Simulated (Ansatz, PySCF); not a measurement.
H2F4Si2 (SMILES F[SiH2][Si](F)(F)F), singlet, at a GFN2-xTB geometry, with bond 6-3 at 1.4 times its length. Base run: PySCF with CASSCF(2,3)/STO-3G.

The PySCF input:
```python
from pyscf import gto, scf, mcscf
import numpy

mol = gto.Mole()
mol.atom = '''
    Si    1.582403   -0.280249   -0.179374
    F     2.252277    1.018496    0.488628
    Si   -0.678437   -0.089361   -0.033007
    F    -1.342396    0.009973    1.408390
    F    -1.388014    1.103104   -0.809637
    F    -1.679080   -1.883368   -0.896725
    H     2.115156   -1.399248    0.590674
    H     2.071157   -0.273232   -1.554232
'''
mol.basis = 'sto-3g'
mol.charge = 0
mol.spin = 0
mol.verbose = 4
mol.build()

mf = scf.RHF(mol)
mf.kernel()
mc = mcscf.CASSCF(mf, 3, 2)
mc.fix_spin_(ss=0.0)
mc.kernel()
occ = numpy.linalg.eigvalsh(mc.fcisolver.make_rdm1(mc.ci, mc.ncas, mc.nelecas))[::-1]
ss = mc.fcisolver.spin_square(mc.ci, mc.ncas, mc.nelecas)[0]
print('natural occupations', occ.round(4), ' <S^2>', round(ss, 4))
```

Programs used: Ansatz (a program for electronic structure), PySCF; a row that names a program was run with it.

Variants of this job, named by their change:

```csv
change,ΔE vs base (mEh),natural occupations,<S^2> of the state
base,0.000,1.79 0.21 0.00,0.00
orbitals = fixed (CASCI),23.430,1.86 0.14 0.00,0.00
"code = ansatz; correction = SC-NEVPT2, all electrons",-112.2,-,-
start = MP2 natural orbitals,0.000,1.79 0.21 0.00,0.00
solver = newton,0.000,1.79 0.21 0.00,0.00
conv_tol = 1e-5,0.020,1.79 0.21 0.00,0.00
"active space = 8 electrons, 8 orbitals",-45.113,1.99 1.98 1.97 1.79 0.21 0.03 0.02 0.01,0.00
orbitals = fixed (CASCI); correction = SC-NEVPT2,-110.1,1.86 0.14 0.00,0.00
code = ansatz,0.016,-,-
"active space = 4 electrons, 3 orbitals",-0.849,2.00 1.79 0.21,0.00
correction = SC-NEVPT2,-112.2,1.79 0.21 0.00,0.00
```

Active orbitals are taken around the Fermi level unless the row says otherwise; CASSCF can end in different local minima, and two programs can end on different orbitals. State-averaged rows give the lowest state.

Ansatz warned in this series: the state or the total is in doubt.
